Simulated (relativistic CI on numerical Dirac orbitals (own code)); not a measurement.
## Ti2+: M2,3 absorption edge

Computed with this model: Dirac-Coulomb-Breit CI, orbitals from a KLI potential per configuration, model QED, valence Slater integrals scaled by 0.9, multiplet model of core-to-valence dipole absorption; configurations [Ar] 3d2 → [Ne] 3s2 3p5 3d3; 80 K; Lorentzian 0.8 eV and Gaussian 0.3 eV FWHM. Energies are those of the free ion, without screening or charge transfer. The branching ratio is the share of the lower-energy edge in the whole absorption, uncertain by about 0.02 where the edges overlap. S is read from ⟨S²⟩ = S(S + 1).

Field parameters in Wybourne normalisation: Oh B⁴₀ = 21Dq, B⁴₄ = √(5/14) B⁴₀. The field is a parameter set, without covalency.

Peaks in eV (height, largest 100): 37.9 (6), 40.0 (10), 42.6 (65), 47.6 (100), 50.9 (28).

(1) Which surroundings give this spectrum?
A. Oh, 10Dq = 3250 cm⁻¹
B. Oh, 10Dq = 15500 cm⁻¹
C. Oh, 10Dq = 19600 cm⁻¹
D. Oh, 10Dq = 11400 cm⁻¹

## Answers

(1) B. Oh, 10Dq = 15500 cm⁻¹, where the ground state has S = 1.00.
